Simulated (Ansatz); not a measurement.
Reaction (cleavage of the Ge–Al bond): `C[O][GeH]([F])[AlH2]` + H₂S → `C[O][GeH]([F])[SH]` + `[AlH3]`

Computed with Ansatz on PBE0-D4/def2-TZVP structures; ΔE is electronic, products minus reactants. CBS: MP2 limit from def2 TZ/QZ plus the TZ coupled-cluster correction, frozen cores. This one scheme is used for every species. Functionals use def2-TZVPP. For Ge outer-core shells are correlated without core-valence functions, which leaves a few kJ/mol of doubt a bond. Scalar relativity is left out up to krypton. One conformer a species, not always the lowest.

`C[O][GeH]([F])[AlH2]`:

Z-matrix (Å, degrees):
```
C
O 1 1.411
H 1 1.095 2 111.4
H 1 1.098 2 111.9 3 -121.6
H 1 1.093 2 108.1 3 119.2
Ge 2 1.777 1 120.0 3 71.1
Al 6 2.498 2 103.1 1 179.3
F 6 1.757 2 106.3 1 -64.6
H 6 1.550 2 107.7 1 44.5
H 7 1.581 6 118.9 2 81.9
H 7 1.584 6 119.0 2 -97.0
```

H₂S:

Z-matrix (Å, degrees):
```
S
H 1 1.341
H 1 1.341 2 92.3
```

`C[O][GeH]([F])[SH]`:

Cartesian coordinates in Å:
```
C -1.577 0.269 -0.089
O -0.541 0.179 -1.048
Ge 1.127 -0.041 -0.560
F 1.616 1.376 0.320
S 1.376 -1.691 0.886
H -1.526 -0.544 0.643
H -1.543 1.226 0.442
H -2.526 0.198 -0.623
H 1.943 -0.148 -1.844
H 1.650 -0.822 1.874
```

`[AlH3]`:

Cartesian coordinates in Å:
```
Al 0.000 0.000 0.000
H -0.105 -0.540 -1.487
H 0.966 -0.713 1.036
H -0.862 1.252 0.452
```

CCSD(T)/CBS gives -26.5 kJ/mol.

**Question.** Another level gave -28.9 kJ/mol. Which?
A. PBE/def2-TZVPP
B. MP2/def2-TZVPP
C. ωB97X-V/def2-TZVPP
D. PBE0/def2-TZVPP

**Answer.** C. ωB97X-V -28.9, PBE0 -22.3, PBE -18.0, MP2/def2-TZVPP -35.6 kJ/mol.

Largest T1 diagnostic among the species: 0.012.

From PBE to PBE0 (25 % exact exchange), in def2-TZVPP and without D4, ΔE moves by −4.3 kJ/mol. The D4 term adds −4.2 kJ/mol with B3LYP and −2.1 kJ/mol with PBE0; it sums over pairs of atoms, weighted by their polarisabilities, and B3LYP, whose exchange is more repulsive, gets the larger term.

B3LYP here is the variant with VWN-RPA as its local correlation; programs differ in this.
